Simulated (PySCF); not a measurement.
## Electron correlation in P⁵⁺ (phosphorus, charge +5)

Starting occupation: [Ne]. Computed with PySCF 2.14 in an uncontracted even-tempered set (19 s from 0.079 bohr⁻², ratio 2.6; 13 p from 0.1 bohr⁻², ratio 2.6; 7 d from 0.11 bohr⁻², ratio 2.8; 3 f from 7.9 bohr⁻², ratio 2.8), with X2C-1e with screened-nucleus spin-orbit coupling, Gaussian nucleus. Frozen: 1s2; 8 electrons correlated; the 50 highest virtual spinors left out.

MP2 pair energies summed by pair of shells (mhartree):

```json
{"pair": "2p1/2-2p3/2", "energy": "-93.32", "share (%)": "33.3"}
{"pair": "2p3/2-2p3/2", "energy": "-88.50", "share (%)": "31.6"}
{"pair": "2p3/2-2s1/2", "energy": "-44.59", "share (%)": "15.9"}
{"pair": "2p1/2-2s1/2", "energy": "-22.34", "share (%)": "8.0"}
{"pair": "2p1/2-2p1/2", "energy": "-20.98", "share (%)": "7.5"}
{"pair": "2s1/2-2s1/2", "energy": "-10.67", "share (%)": "3.8"}
```

Total MP2 correlation energy: -280.39 mhartree.

The virtual space was cut to 44 spinors, which keep -209.81 of the -280.39 mhartree of MP2 correlation.

| level | correlation energy (mhartree) |
| --- | --- |
| CCSD | -213.22 |
| (T) | -0.22 |
| CCSD(T) | -213.44 |

Diagnostics: T1 = 0.00096, largest double amplitude 0.014.

Cost of the coupled-cluster step: roughly 12 core-seconds, for 8 occupied and 44 virtual spinors.

Iterations:

```
Init t2, MP2 energy = -0.209810253447532
CCSD nocc = 8, nmo = 52
Init t2, MP2 energy = -0.209810253447532
Init E_corr(GCCSD) = -0.209810253447532
cycle = 1  E_corr(GCCSD) = -0.212811312003045  dE = -0.00300105856  norm(t1,t2) = 0.00481137
cycle = 2  E_corr(GCCSD) = -0.213176861727386  dE = -0.000365549724  norm(t1,t2) = 0.000604662
cycle = 3  E_corr(GCCSD) = -0.213222088072515  dE = -4.52263451e-05  norm(t1,t2) = 0.000109384
cycle = 4  E_corr(GCCSD) = -0.213222823465375  dE = -7.3539286e-07  norm(t1,t2) = 5.03407e-06
cycle = 5  E_corr(GCCSD) = -0.213222651929914  dE = 1.71535461e-07  norm(t1,t2) = 4.13823e-07
cycle = 6  E_corr(GCCSD) = -0.213222652094888  dE = -1.64973424e-10  norm(t1,t2) = 2.02593e-08
GCCSD converged
E(GCCSD) = -335.3902260860344  E_corr = -0.2132226520948876
```

The coupled-cluster values are those of the cut space; adding the MP2 remainder, -70.58 mhartree, estimates the full space.
